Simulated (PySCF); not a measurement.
## A small calculation by hand: oscillator strength and radiative lifetime

Sn(Cl)(NMe2) (C2H6ClNSn), SMILES C[N](C)[Sn][Cl] (connectivity only; charge and spin as stated), neutral, multiplicity 1.

The structure is a stationary point at PBE0-D3(BJ)/def2-SVP. The structure was generated by enumeration; whether it is a known compound was not checked. The def2 effective core potentials stand for the cores of Sn; spin–orbit coupling is left out. One conformer was computed; it need not be the lowest.

TDA-PBE/def2-SVPD (PySCF 2.14.0) puts the first singlet state with f over 0.02 at 3.90 eV (vertical), with the transition dipole (-0.602, -1.231, 0.000) in atomic units.

### Question
Find the oscillator strength, the wavelength and the radiative lifetime that this transition would have in vacuum if emission retraced absorption.

### Answer

|μ|² = 1.8778 au, so |μ| = 3.48 D. ΔE = 3.90/27.211 = 0.1433 hartree. f = (2/3) ΔE |μ|² = 0.179 (the program prints 0.179).
λ = 1239.84/3.90 = 318 nm; ν = 31456 cm⁻¹.
Einstein's coefficient A = 0.6670 ν² f s⁻¹ (ν in cm⁻¹) = 1.2e8 s⁻¹, so τ = 1/A = 8.4 ns. This state is S1. The figure is the radiative limit of this one transition; relaxation, internal conversion, crossing to triplets and a medium change what is measured.
